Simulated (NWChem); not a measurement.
# SOF, doublet; SMILES [S](=O)F

Computed with NWChem. Spin-unrestricted. In the optimisation the excess spin sits in a" (Cs, its own frame). Coordinates come from a PBE0/def2-SVP, spin-unrestricted optimisation. No stability test was run on the SCF state. B3LYP is NWChem's, with the RPA form of VWN correlation. Level: B3LYP/def2-SVP with COSMO at NWChem's default radii, gas-phase geometry; rows give the dielectric constant. Reactions with the solvent are ignored.

For dielectric constant 1.5:

electrostatic solvation energy (kcal/mol): -0.9
dipole in solution (D): 1.99

**Question.** Estimate the same quantities for dielectric constant 25.0.

**Answer.** electrostatic solvation energy (kcal/mol): -3.0
dipole in solution (D): 2.27
